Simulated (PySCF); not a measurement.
Basis and Hamiltonian dependence of the ionisation energy of Se

Se [Ar] 3d10 4s2 4p4 (3P) → Se⁺ [Ar] 3d10 4s2 4p3 (4S). All values are computed (PySCF 2.14, energy differences of UHF-based or UKS calculations, no spin-orbit coupling). Values in eV.

```
                                                                         basis       Hamiltonian  functions    UHF    LDA   PBE0  MP2 (valence)  CCSD(T) (valence)  CCSD(T) (valence and next inner shell)
                                                                    cc-pVDZ-DK     spin-free X2C         27  8.504    n/a  9.574          8.907              8.933                                     n/a
                                                                        6-31G*  non-relativistic         32  8.519    n/a  9.620          8.885              8.915                                     n/a
                                                                aug-cc-pVDZ-DK     spin-free X2C         36  8.530  9.877  9.610          9.021              9.083                                     n/a
                                                                  ANO-RCC-VTZP     spin-free X2C         43  8.546  9.876  9.623          9.227              9.380                                   9.416
                                                                       pcseg-2  non-relativistic         43  8.595    n/a  9.683          9.252              9.391                                     n/a
                                                aug-cc-pwCVDZ-PP with ECP10MDF               ECP         48  8.508  9.839  9.580          9.010                n/a                                   9.106
                                                                  x2c-TZVPPall     spin-free X2C         48  8.543  9.888  9.624          9.217              9.358                                   9.387
                                                  aug-cc-pVTZ-PP with ECP10MDF               ECP         55  8.544  9.845  9.598          9.246              9.397                                     n/a
                x2c-TZVPPall with one added diffuse shell each of s, p, d type     spin-free X2C         57  8.542  9.891  9.626          9.219              9.361                                   9.390
                                                                   def2-TZVPPD  non-relativistic         57  8.586  9.915  9.665          9.249              9.392                                   9.418
aug-cc-pVTZ-PP with one added diffuse shell each of s, d, f type with ECP10MDF               ECP         68  8.544  9.845  9.598          9.247              9.397                                     n/a
                                                                    dyall-av2z  non-relativistic         92  8.590  9.939  9.669          9.078              9.137                                     n/a
                                                aug-cc-pwCVTZ-PP with ECP10MDF               ECP         96  8.547  9.855  9.608          9.264              9.414                                     n/a
             x2c-QZVPPall with one added diffuse shell each of s, p, d, f type     spin-free X2C        113  8.543  9.893  9.626          9.333                n/a                                     n/a
```

Frozen in the all-electron rows: valence: [Ar] 3d10; valence and next inner shell: [Ne]; with a core potential, the same shells as far as they lie outside it.

Non-relativistic rows lack the scalar-relativistic shift.

Reference for a calculation without spin-orbit coupling: 9.635 eV (measured, between term centres; NIST).
